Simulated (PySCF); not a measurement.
# [SiSe2]-, doublet: structure and spectrum

Level of theory: PySCF, UB3LYP, basis Si def2-SVPD, Se def2-SVPD (no relativity, density fitting).

The structure is a minimum.

Z-matrix (Å, degrees; charge -1 multiplicity 2):
```
Si
Se 1 2.1840
Se 1 2.1840 2 132.82
```

| Property | Result |
| --- | --- |
| Point group | C2v |
| Bond lengths | Si–Se 2.184 Å (×2) |
| Bond angles | Se–Si–Se 132.8° |
| Zero-point energy | 6.0 kJ/mol |
| Rotational constants | 0.927, 0.02633, 0.0256 cm⁻¹ |
| Entropy at 298.15 K and 1 bar (electronic part: spin only) | 308.4 J/(mol K) |
| Highest occupied level (α) | -0.93 eV |
| Heat capacity Cp at 298.15 K | 52.9 J/(mol K) |
| Principal polarisabilities | 86.7, 100.3, 183.8 bohr³ |
| Rotational symmetry number | 2 |
| Spin squared ⟨S²⟩ | 0.755 |
| Principal quadrupole moments (Buckingham, traceless) about the centre of mass | -19.53, 8.32, 11.21 D Å |
| Lowest empty level (β) | 1.10 eV |
| Enthalpy at 298.15 K above 0 K | 13.21 kJ/mol |
| Dipole moment about the centre of mass | 0.07 D |

Harmonic modes (masses in u: Si 27.977, Se 79.917):
```csv
symmetry,ω (cm⁻¹),IR (km/mol),μ (u)
a1,130,0.1,52.83
a1,339,0.3,38.66
b2,532,169,31.51
```

In C2v the vibrations span 2a1 + b2. Here b1 is antisymmetric to the molecular plane and b2 lies in it.

Charges (e); Mulliken and Löwdin values are unreliable with diffuse functions:
```json
{"atom": "Si1", "Mulliken": "0.07", "Löwdin": "-0.29", "polar tensor": "0.53", "spin (Mulliken)": "0.51", "Mayer order to Si1": "–"}
{"atom": "Se2,3", "Mulliken": "-0.53", "Löwdin": "-0.36", "polar tensor": "-0.77", "spin (Mulliken)": "0.24", "Mayer order to Si1": "1.80"}
```

Mulliken populations on Si1: s 5.53, p 8.04, d 0.37.

Outer orbital energies (eV). α occupied: -13.31, -7.47, -4.35, -3.21, -3.05, -1.97, -1.86, -0.93; empty: 2.31, 3.54, 3.75, 4.16. β occupied: -13.81, -13.05, -7.01, -3.97, -2.94, -2.81, -1.91, -1.65; empty: 1.10, 2.63, 3.66, 3.79.

This need not be the most stable arrangement of these atoms. The lowest empty level of this anion is unbound, so it and the gap depend on the basis.

The final relaxation and frequency run took about 3 core-minutes on a shared host.
